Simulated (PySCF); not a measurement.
Cl3Si, SMILES Cl[Si](Cl)Cl (connectivity only; charge and spin as stated), charge +1, multiplicity 1. Atoms are numbered in the order given.

```xyz
4

Cl     1.9733     0.0000     0.0000
Si     0.0000     0.0000     0.0000
Cl    -0.9866    -1.7089     0.0000
Cl    -0.9866     1.7089     0.0000
```
Charge +1, spin multiplicity 1.

Geometry: B3LYP-D3(BJ)/def2-SVP. The spin state was assumed, not searched. The isomer is the one that the SMILES or the coordinates give; other isomers of the formula were not compared.

The numbers are results of B3LYP/pcSseg-2 in PySCF, not measurements.

GIAO shieldings, no solvent; atoms alike by connectivity are averaged. δ = σ(ref) − σ: ³⁵Cl against HCl (σ = 930.0 ppm); ²⁹Si against TMS (σ = 325.2 ppm), references at their B3LYP-D3(BJ)/def2-TZVP geometries, non-relativistic (without spin–orbit terms, shifts of atoms bonded to Cl or Br come out too high).

| nucleus | atoms | count | δ (ppm) |
|---|---|---|---|
| ³⁵Cl | Cl1, Cl3, Cl4 | 3 | 319.2 |
| ²⁹Si | Si2 | 1 | 102.0 |
